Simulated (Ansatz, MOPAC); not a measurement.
Species: SiAsH$_{4}$ (charge 0, doublet). SMILES: [SiH3][AsH]

Atoms: Si1, As2, H3, H4, H5, H6. Bonds: Si1-As2, Si1-H3, Si1-H4, Si1-H5, As2-H6.

Bond lengths (Å) and angles (degrees) optimised at PM3 with MOPAC; HF/STO-3G with Ansatz (a quantum-chemistry and plane-wave program); HF/6-31G* with LANL2DZ past Ar with Ansatz; PBE/6-31G* with LANL2DZ past Ar with Ansatz; B3LYP/LANL2DZ with Ansatz; B3LYP/6-31G* with LANL2DZ past Ar with Ansatz, each started from the B3LYP-D3(BJ)/def2-TZVP structure (Ansatz) of the last column. A row stands for all coordinates that are equal there; 7 of 9 kinds are shown. 6-31G* holds six Cartesian d functions. No wavenumbers were computed at HF/STO-3G, PBE/6-31G* with LANL2DZ past Ar, B3LYP/LANL2DZ, so these may be saddle points.

| coordinate | PM3 | HF/STO-3G | HF/6-31G* with LANL2DZ past Ar | PBE/6-31G* with LANL2DZ past Ar | B3LYP/LANL2DZ | B3LYP/6-31G* with LANL2DZ past Ar | B3LYP-D3(BJ)/def2-TZVP |
|---|---|---|---|---|---|---|---|
| Si1-As2 | 2.359 | 2.307 | 2.391 | 2.412 | 2.450 | 2.410 | 2.375 |
| Si1-H3 | 1.488 | 1.422 | 1.473 | 1.498 | 1.482 | 1.486 | 1.481 |
| Si1-H4 | 1.489 | 1.425 | 1.475 | 1.502 | 1.486 | 1.489 | 1.483 |
| As2-H6 | 1.525 | 1.457 | 1.529 | 1.571 | 1.554 | 1.554 | 1.531 |
| As2-Si1-H3 | 109.2 | 110.7 | 107.6 | 108.3 | 108.2 | 108.1 | 108.8 |
| As2-Si1-H4 | 111.1 | 110.8 | 110.5 | 111.2 | 110.9 | 111.1 | 110.7 |
| Si1-As2-H6 | 94.9 | 93.5 | 95.2 | 91.8 | 92.4 | 92.7 | 90.6 |

Mean signed difference of all 5 bond lengths from B3LYP-D3(BJ)/def2-TZVP: PM3 -0.001 Å, HF/STO-3G -0.064 Å, HF/6-31G* with LANL2DZ past Ar -0.002 Å, PBE/6-31G* with LANL2DZ past Ar 0.026 Å, B3LYP/LANL2DZ 0.021 Å, B3LYP/6-31G* with LANL2DZ past Ar 0.014 Å.
